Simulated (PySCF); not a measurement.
Mn (manganese, neutral): BP86 calculation

Configuration: [Ar] 3d5 4s2, high-spin 6S determinant. Computed with PySCF 2.14 in jorge-DZP-DKH (8s6p2d1f, 43 functions), with scalar relativity by spin-free X2C-1e.

```
Total energy                        : -1158.434 hartree
One-electron energy                 : -1594.892 hartree
Hartree (Coulomb) energy            : 489.220 hartree
Exchange-correlation energy         : -52.762 hartree
⟨S²⟩                                : 8.7626
⟨L²⟩                                : 0.000
Sum of ⟨r⟩                          : 21.36 bohr
Sum of ⟨r²⟩                         : 39.92 bohr²
Langevin diamagnetic susceptibility : -31.6 ×10⁻⁶ cm³/mol
Time after the integrals            : 0.7 s of wall time on 1 thread of Neoverse-V1 (shared host)
```

```csv
shell,electrons,mean orbital energy (hartree),"rms radius, mean of both spins (bohr)"
1s β,1,-236.17800,0.0704
1s α,1,-236.17714,0.0704
2s α,1,-27.31450,0.304
2s β,1,-27.25198,0.304
2p α,3,-23.14922,0.274
2p β,3,-23.10259,0.274
3s α,1,-3.16276,0.917
3s β,1,-2.97350,0.917
3p α,3,-2.01552,0.987
3p β,3,-1.82968,0.987
3d α,5,-0.21597,1.25
4s α,1,-0.19285,3.46
4s β,1,-0.16238,3.46
```

Densities and radii are taken from the X2C orbitals without a picture-change correction, which distorts them close to the nucleus.
